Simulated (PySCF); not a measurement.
Molecule: C4H3O2 (charge -1, singlet). It need not be the lowest isomer of its formula. Whether it binds its extra electron was not tested at this geometry. SMILES: Oc1[c-]cco1
Geometry from a B3LYP-D3(BJ)/def2-TZVP (Ansatz) optimisation:
```
C
C 1 1.3495
O 1 1.3867 2 132.60
H 3 0.9642 1 106.40 2 150.53
O 1 1.4112 2 116.85 3 -177.74
C 5 1.3753 1 103.10 2 -0.29
C 6 1.3623 5 109.17 1 0.62
H 6 1.0802 7 135.22 2 177.87
H 7 1.0863 6 122.98 8 -1.41
```
Charge -1, spin multiplicity 1.

Dispersion corrections to the total energy (kcal/mol) from the dftd3 and dftd4 libraries through PySCF: D3(BJ) without and D4 with the three-body term, each with the damping fitted for the functional named.

| functional | D3(BJ) | D4 |
|---|---|---|
| BP86 | -6.44 | [?] |
| HF | -37.46 | -20.28 |
| PW6B95 | -1.96 | -4.56 |
| TPSS | -5.21 | -6.94 |
| TPSSh | -4.74 | [?] |
| PBE0 | -3.54 | -4.25 |
| LC-wPBE | [?] | -5.65 |

### Question
Complete the blanks.

### Answer

- BP86, D4: -6.63
- TPSSh, D4: -6.28
- LC-wPBE, D3(BJ): -3.80
